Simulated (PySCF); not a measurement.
A PySCF script (with the pyscf-properties extension) for the NMR shieldings of `BNBc1cccs1`, C4H7B2NS, on a GFN2-xTB geometry:

```python
import basis_set_exchange as bse
import numpy as np
from pyscf import gto, dft
from pyscf.prop import nmr

atoms = """
B    -2.790709    0.727882   -0.399949
N    -2.254694   -0.571394   -0.423304
B    -0.930618   -1.080431   -0.326012
C     0.370354   -0.267795   -0.220139
C     1.619518   -0.836803   -0.096452
C     2.681191    0.079814   -0.026668
C     2.246965    1.367979   -0.100708
S     0.544183    1.467527   -0.251600
H    -2.091965    1.654970   -0.273019
H    -3.952177    0.858452   -0.503589
H    -2.946470   -1.303577   -0.515915
H    -0.806261   -2.251666   -0.329311
H     1.760218   -1.902914   -0.056632
H     3.715068   -0.201219    0.071103
H     2.830982    2.267164   -0.075372
"""
names = dict.fromkeys(["B", "N", "C", "S", "H"], "pcSseg-1")
basis = {el: gto.basis.parse(bse.get_basis(n, elements=[el], fmt="nwchem")) for el, n in names.items()}
mol = gto.M(atom=atoms, basis=basis, charge=0, verbose=0)
mf = dft.RKS(mol, xc="PBE0")
mf.grids.level = 2
mf.grids.alignment = dft.numint.BLKSIZE   # the property module wants whole blocks of grid points
mf.conv_tol = 1e-9
mf.kernel()

calc = nmr.RKS(mf)   # GIAO
C = mf.mo_coeff
Co = C[:, mf.mo_occ > 0]
resp = mf.gen_response(singlet=True, hermi=2)
def vind(x):   # induced exchange potential for any number of trial vectors
    d = np.einsum("pi,xij,qj->xpq", C, 2 * x.reshape(-1, C.shape[1], Co.shape[1]), Co, optimize=True)
    return np.einsum("xpq,pi,qj->xij", resp(d - d.transpose(0, 2, 1)), C, Co, optimize=True).ravel()
mo1, _ = nmr.rhf.solve_mo1(calc, with_cphf=vind)
sigma = calc.kernel(mo1)
for i, s in enumerate(sigma):   # ppm
    w = np.linalg.eigvalsh((s + s.T) / 2)
    print("%2d %-2s iso %8.1f  s11 %8.1f  s22 %8.1f  s33 %8.1f" % (i, mol.atom_pure_symbol(i), w.mean(), *w))
```

Problem. What are the results?

Solution. 
```
 0 B  iso     53.0  s11      9.6  s22     28.2  s33    121.3
 1 N  iso     88.7  s11    -75.5  s22     98.6  s33    242.9
 2 B  iso     60.7  s11     31.1  s22     43.1  s33    107.9
 3 C  iso     37.3  s11    -30.6  s22     -4.2  s33    146.7
 4 C  iso     33.1  s11    -56.0  s22     15.0  s33    140.4
 5 C  iso     55.5  s11    -27.9  s22     40.8  s33    153.6
 6 C  iso     38.8  s11    -59.9  s22     33.7  s33    142.6
 7 S  iso    243.2  s11    111.7  s22    221.4  s33    396.4
 8 H  iso     25.3  s11     22.8  s22     23.3  s33     29.9
 9 H  iso     26.2  s11     25.3  s22     26.2  s33     27.1
10 H  iso     24.3  s11     19.8  s22     25.5  s33     27.4
11 H  iso     26.0  s11     23.5  s22     25.7  s33     28.9
12 H  iso     23.8  s11     21.1  s22     23.4  s33     26.8
13 H  iso     24.4  s11     21.5  s22     24.6  s33     27.1
14 H  iso     23.9  s11     21.3  s22     23.5  s33     26.8
```

These numbers come from an equivalent density-fitted implementation of the same equations, which agrees with the script to about 0.01 ppm for H and up to a few tenths of a ppm for heavy atoms, so last digits may differ.

Size and cost of the density-fitted run: 178 basis functions, roughly 70 core-seconds.
